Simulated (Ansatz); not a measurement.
`CO[SiH](F)N(C)[Si](Cl)(Cl)OC`, relaxed with RKS PBE-D4/def2-SVP in Ansatz 0.2.0 from a rough embedded geometry. The force threshold is 0.03 eV/Å; the program also tests the step.

The species carries charge 0 and has multiplicity 1.

Start:

```xyz
21

C     1.081    3.281    1.325
O     0.680    2.182    0.568
Si    1.007    0.693    1.202
F     2.460    0.613    1.540
N     0.683   -0.428   -0.022
C     1.387   -0.348   -1.328
Si   -0.931   -1.003    0.097
Cl   -1.332   -2.060    1.785
Cl   -2.375    0.384   -0.114
O    -1.123   -2.072   -1.183
C    -2.336   -2.762   -1.348
H     0.647    3.353    2.269
H     0.882    4.238    0.723
H     2.246    3.310    1.361
H     0.196    0.465    2.447
H     1.319   -1.299   -1.910
H     2.447   -0.151   -1.198
H     0.996    0.435   -1.978
H    -2.546   -3.437   -0.498
H    -2.225   -3.353   -2.269
H    -3.162   -2.040   -1.471
```

(1) How much energy does the relaxation release, and in how many steps? (Estimate.)

(2) Which bonds change most? (Best estimate.)

(3) Give the relaxed structure. (Best estimate.)

Answers

(1) Computed: 1.08 eV, in 27 steps, 3 of them rejected.

(2) The calculation gave: Si3–F4 from 1.494 to 1.641 Å; C1–H12 from 1.041 to 1.114 Å; Si7–Cl9 from 2.013 to 2.080 Å; C1–H14 from 1.166 to 1.112 Å.

(3) The calculation gave: 
```xyz
21

C     1.951    3.303    1.330
O     1.129    2.349    0.679
Si    0.691    0.874    1.309
F     2.056    0.186    1.907
N     0.065   -0.016   -0.051
C     0.655    0.264   -1.383
Si   -1.273   -1.100    0.026
Cl   -1.458   -1.836    1.953
Cl   -3.088   -0.209   -0.460
O    -0.995   -2.322   -1.054
C    -1.927   -3.331   -1.417
H     1.402    3.834    2.140
H     2.273    4.057    0.584
H     2.859    2.837    1.772
H    -0.282    0.950    2.431
H     0.342   -0.515   -2.104
H     1.762    0.242   -1.329
H     0.349    1.260   -1.763
H    -2.115   -4.027   -0.571
H    -1.499   -3.907   -2.260
H    -2.898   -2.894   -1.738
```
